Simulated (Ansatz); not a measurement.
CH$_{5}$GaOSi at its PBE0-D4/def2-TZVP geometry, where that method's forces vanish. Charge 0, multiplicity 1. The bonds changed during the relaxation, so this is another structure than the one it started from.

```csv
atom,x (Å),y (Å),z (Å)
C1,0.507,-1.537,-0.275
Si2,-0.761,-0.205,-0.192
O3,-0.452,1.239,0.234
Ga4,0.133,2.846,1.389
H5,0.231,-2.295,-1.012
H6,1.487,-1.124,-0.518
H7,0.576,-2.028,0.702
H8,-2.166,-0.649,-0.344
H9,0.444,3.752,0.016
```

(1) For each bond, give half the difference of the two atoms' forces along it (eV/Å; positive pushes the atoms apart) under PBE-D4, r2SCAN-D4, B3LYP-D4, ωB97M-V in def2-TZVPP. (Estimate.)

## Answers

(1) Computed: 
```tsv
bond	length (Å)	PBE-D4	r2SCAN-D4	B3LYP-D4	ωB97M-V
C1–Si2	1.842	-0.20	-0.09	0.10	0.09
C1–H5	1.092	0.13	0.00	-0.04	-0.09
C1–H6	1.091	0.11	-0.01	-0.05	-0.06
C1–H7	1.096	0.06	-0.03	-0.06	0.00
Si2–O3	1.536	1.13	0.56	0.12	-0.58
Si2–H8	1.481	-0.19	-0.13	-0.17	-0.05
O3–Ga4	2.064	-0.66	-0.47	0.03	0.69
Ga4–H9	1.674	0.07	-0.12	0.05	0.00
```

B3LYP here is the variant with VWN-RPA as its local correlation; programs differ in this.
